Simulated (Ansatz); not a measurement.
Molecule: CrBr, charge 0, multiplicity 6. The spin state was set by rule; other spins were not relaxed. 
Structure (B3LYP-D3(BJ)/def2-TZVP (Ansatz, a first-principles code) minimum search):
SMILES: [Cr][Br]
```xyz
2

Cr     0.0000     0.0000    -1.4049
Br     0.0000     0.0000     0.9634
```
Charge 0, spin multiplicity 6.

Basis-set convergence of Hartree-Fock and MP2 correlation energies (hartree) with Ansatz. Cores are frozen in the correlated levels unless marked. UHF or UKS for open shells. No spin-orbit coupling. The frozen core is the preceding noble-gas configuration, with the filled d and f shells of earlier blocks. No relativistic terms.

| basis | functions | E(HF) | E(corr, MP2) |
|---|---|---|---|
| def2-SVP | 63 | -3615.36002 | -0.18532 |
| def2-TZVPP | 112 | -3615.81550 | -0.26542 |
| def2-QZVPP | 182 | -3615.88645 | -0.29315 |

Extrapolating the two largest sets (X = 3 and 4) as X^-3: E(corr) = (64·(-0.29315) - 27·(-0.26542))/37 = -0.3134 Eh, an estimate of the basis-set limit. The largest set recovers 93.5 % of it, the smallest 59.1 %.
